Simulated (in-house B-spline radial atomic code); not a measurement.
**The platinum ion Pt⁷⁺: 1s1 2s2 2p6 3s2 3p6 3d10 4s2 4p6 4d10 4f14 5s2 5p6 5d4 (with a hole in an inner shell)**

Method: Dirac-Hartree-Fock, average of configuration, Fermi nucleus of rms radius 5.427 fm. Calculated with an all-electron radial atomic-structure program (B-spline basis).

Effective charges: Z_r = [3n² - l(l+1)]/(2<r>) from the radius, Z_e = n√(-2ε) from the energy, and Slater's rules. Values are occupation-weighted means over j. An effective charge above Z reflects the relativistic contraction of the inner shells.

```tsv
shell	electrons	ε (eV)	<r> (bohr)	Z_r	Z_e	Slater
1s	1	-80334	0.01711	87.65	76.84	78.00
2s	2	-14439	0.07095	84.56	65.15	74.70
2p	6	-12717	0.06388	78.27	61.14	74.70
3s	2	-3562.6	0.184	73.37	48.54	67.75
3p	6	-3037.3	0.1841	67.90	44.82	67.75
3d	10	-2399.2	0.1677	62.61	39.84	57.85
4s	2	-894.42	0.4089	58.69	32.43	51.25
4p	6	-714.99	0.4317	53.28	29.00	51.25
4d	10	-476.01	0.4575	45.91	23.66	39.85
5s	2	-231.15	0.9234	40.61	20.61	21.35
4f	14	-212.79	0.4919	36.59	15.82	28.45
5p	6	-177	1.029	35.48	18.03	21.35
5d	4	-111.31	1.265	27.27	14.30	9.95
```

The least bound orbital is 5d5/2 at -110.4 eV, and it is also the most diffuse (<r> = 1.277 bohr). The part-filled 1s shell lies below the filled 5p shell in orbital energy.

Spin-orbit splittings of the orbital energies (j = l + 1/2 above j = l - 1/2 when positive): 2p 1811 eV, 3p 405.1 eV, 3d 87.67 eV, 4p 98.33 eV, 4d 18.87 eV, 4f 4.002 eV, 5p 18.33 eV, 5d 2.349 eV.

For the 1s electron the small component carries 8.79 % of the norm, the zero-frequency Breit interaction raises the level by 105.7 eV, self-energy by 185.8 eV, and vacuum polarisation lowers it by 37.34 eV.
